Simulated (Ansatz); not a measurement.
One change: `C[O][Ge]([CH3])([NH2])[Cl]` becomes `[CH3][Ge]([NH2])([Cl])[Cl]`.

Ansatz, PBE0-D4/def2-TZVP geometries, multiplicity 1. Each molecule was computed in one conformer, which needn't be the lowest.

Scalar relativity is left out up to krypton.

```csv
property,`C[O][Ge]([CH3])([NH2])[Cl]`
HOMO energy (ωB97M-V/def2-TZVPP) / eV,-10.17
LUMO energy (PBE0/def2-TZVPP) / eV,0.37
LUMO energy (B3LYP/def2-TZVPP) / eV,0.02
HOMO energy (PBE/def2-TZVPP) / eV,-6.28
HOMO–LUMO gap (B3LYP/def2-TZVPP) / eV,7.55
HOMO–LUMO gap (PBE0/def2-TZVPP) / eV,8.17
```

(1) What does the change do to each property? (Best estimate.)

## Answers

(1) Ansatz gave: 
```
                             property  `[CH3][Ge]([NH2])([Cl])[Cl]`  shift
HOMO energy (ωB97M-V/def2-TZVPP) / eV                        -10.26  -0.09
   LUMO energy (PBE0/def2-TZVPP) / eV                         -0.11  -0.48
  LUMO energy (B3LYP/def2-TZVPP) / eV                         -0.45  -0.47
    HOMO energy (PBE/def2-TZVPP) / eV                         -6.44  -0.16
HOMO–LUMO gap (B3LYP/def2-TZVPP) / eV                          7.20  -0.35
 HOMO–LUMO gap (PBE0/def2-TZVPP) / eV                          7.80  -0.37
```

With PBE0 the HOMO falls by 0.12 eV and the LUMO falls by 0.48 eV, so the gap narrows by about 0.36 eV. PBE moves the HOMO by -0.16 eV and ωB97M-V by -0.09 eV.

B3LYP here is the variant with VWN-RPA as its local correlation; programs differ in this.
